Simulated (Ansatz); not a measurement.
CH₁₀O₂Si₃, SMILES [SiH3][Si](CO)(O)[SiH3].

Geometry: PBE0-D3(BJ)/def2-SVP. This is a generated structure with no PubChem entry under its InChIKey; it may be hypothetical. Other conformers were not sampled.

Two levels are set side by side: PBE/def2-SVPD (Ansatz, a program for electronic structure) and PBE0/def2-SVPD (Ansatz). Energy differences of separate SCF runs at the same geometry; the states with an electron removed or added have multiplicity 2 and 2. Differences are taken from unrounded values.

| quantity | PBE0 | PBE | PBE minus PBE0 |
|---|---|---|---|
| vertical ionisation energy (eV) | 9.17 | 8.75 | -0.43 |
| vertical singlet–triplet gap (eV) | 4.89 | 4.46 | -0.43 |
